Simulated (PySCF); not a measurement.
Energy of Kr (krypton, neutral) between two integer charges

The 4p beta orbital of [Kr] is emptied in steps (occupation f), with all orbitals relaxed, ending at [Ar] 3d10 4s2 4p5. All numbers are calculated (PySCF 2.14, scalar relativity by spin-free X2C-1e, in jorge-DZP-DKH (8s6p2d1f, 43 functions)). The exact energy is a straight line in f; departures are measured from the line between the end points of the same method.

| f | UHF (eV) | LDA (eV) | PBE (eV) | PBE0 (eV) | r2SCAN (eV) | LC-wPBE (eV) | BHandHLYP (eV) | wB97X (eV) | r2SCAN0 (eV) | CAM-B3LYP (eV) |
| --- | --- | --- | --- | --- | --- | --- | --- | --- | --- | --- |
| 1 | 0.000 | 0.000 | 0.000 | 0.000 | 0.000 | 0.000 | 0.000 | 0.000 | 0.000 | 0.000 |
| 0.9 | 0.077 | -0.473 | -0.458 | -0.325 | -0.429 | -0.066 | -0.200 | -0.101 | -0.306 | -0.206 |
| 0.7 | 0.176 | -1.103 | -1.066 | -0.755 | -0.990 | -0.151 | -0.467 | -0.236 | -0.705 | -0.479 |
| 0.5 | 0.207 | -1.313 | -1.266 | -0.895 | -1.163 | -0.176 | -0.557 | -0.284 | -0.827 | -0.570 |
| 0.3 | 0.172 | -1.103 | -1.060 | -0.748 | -0.965 | -0.144 | -0.469 | -0.244 | -0.685 | -0.479 |
| 0.1 | 0.073 | -0.472 | -0.452 | -0.319 | -0.409 | -0.060 | -0.201 | -0.108 | -0.290 | -0.205 |
| 0 | 0.000 | 0.000 | 0.000 | 0.000 | 0.000 | 0.000 | 0.000 | 0.000 | 0.000 | 0.000 |

```
   method  E(f=0) − E(f=1) (eV)  −ε at f=1 (eV)  −ε at f=0.5 (eV)
      UHF                13.213          14.071            13.199
      LDA                14.343           9.094            14.344
      PBE                14.047           8.960            14.065
     PBE0                14.140          10.527            14.161
   r2SCAN                14.250           9.468            14.328
  LC-wPBE                14.152          13.411            14.174
BHandHLYP                14.058          11.832            14.055
    wB97X                14.110          12.992            14.088
  r2SCAN0                14.258          10.842            14.322
CAM-B3LYP                14.142          11.856            14.143
```

Orbital energy along the path (eV):

| f | UHF | LDA | PBE | PBE0 | r2SCAN | LC-wPBE | BHandHLYP | wB97X | r2SCAN0 | CAM-B3LYP |
| --- | --- | --- | --- | --- | --- | --- | --- | --- | --- | --- |
| 1 | -14.071 | -9.094 | -8.960 | -10.527 | -9.468 | -13.411 | -11.832 | -12.992 | -10.842 | -11.856 |
| 0.9 | -13.889 | -10.141 | -9.984 | -11.259 | -10.460 | -13.570 | -12.278 | -13.214 | -11.555 | -12.315 |
| 0.7 | -13.537 | -12.241 | -12.028 | -12.717 | -12.423 | -13.880 | -13.167 | -13.652 | -12.963 | -13.231 |
| 0.5 | -13.199 | -14.344 | -14.065 | -14.161 | -14.328 | -14.174 | -14.055 | -14.088 | -14.322 | -14.143 |
| 0.3 | -12.875 | -16.448 | -16.085 | -15.585 | -16.143 | -14.446 | -14.945 | -14.540 | -15.608 | -15.053 |
| 0.1 | -12.564 | -18.543 | -18.078 | -16.982 | -17.908 | -14.693 | -15.845 | -15.049 | -16.853 | -15.965 |
| 0 | -12.413 | -19.585 | -19.062 | -17.668 | -18.772 | -14.802 | -16.302 | -15.343 | -17.461 | -16.426 |

Reference removal energy between the ground levels: 14.000 eV (measured; NIST Atomic Spectra Database, ionization energies). The calculation has no spin-orbit coupling. UHF lacks correlation.
